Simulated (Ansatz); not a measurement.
Ideal-gas functions of `[CH3][Bi]([F])[F]` at 500 K and 1 bar, from an Ansatz frequency run at PBE0-D4/def2-TZVP.

Molar mass 262.01 g/mol, point group Cs (symmetry number 1), electronic degeneracy 1, moments of inertia 135.784, 141.604, 166.999 u Å². Harmonic wavenumbers (cm⁻¹, unscaled): 60, 158, 162, 182, 495, 558, 574, 722, 724, 1198, 1434, 1434, 3060, 3165, 3178.

Use S(trans) = R[1.5 ln M + 2.5 ln T − 1.1517]; rotational temperatures θ = 24.2544 K / I; S(rot) = R[ln(√π/σ · √(T³/θAθBθC)) + 1.5]; for each mode x = 1.438777 ν̃/T, S = R[x/(eˣ − 1) − ln(1 − e⁻ˣ)] and H = RT x/(eˣ − 1); 1 cm⁻¹ = 0.0119627 kJ/mol; R = 8.31446 J/(mol·K).

Q: By hand: the entropy, in J/(mol·K).

A: Translation 189.0. Rotation: θ = 0.1786, 0.1713, 0.1452 K, giving 117.3. Vibration, mode by mode: 22.93, 14.94, 14.74, 13.79, 6.04, 5.22, 5.03, 3.59, 3.57, 1.21, 0.70, 0.70, 0.01, 0.01, 0.01, in all 92.5. Electronic 0.0. Sum 398.8 J/(mol·K).

Q: By hand: H − E and G − E in kJ/mol, counted from the electronic energy.

A: Zero-point energy ½ × 17104 × 0.0119627 = 102.3; thermal vibration 22.2; translation, rotation and pV give 4 RT = 16.6. H − E = 141.1 kJ/mol, and G − E = 141.1 − 500 × 398.8/1000 = -58.3 kJ/mol.

Vibration gives 23 % of the entropy, 22.9 J/(mol·K) of it from the mode under 150 cm⁻¹: soft modes count most, and the harmonic formula is weakest for them.
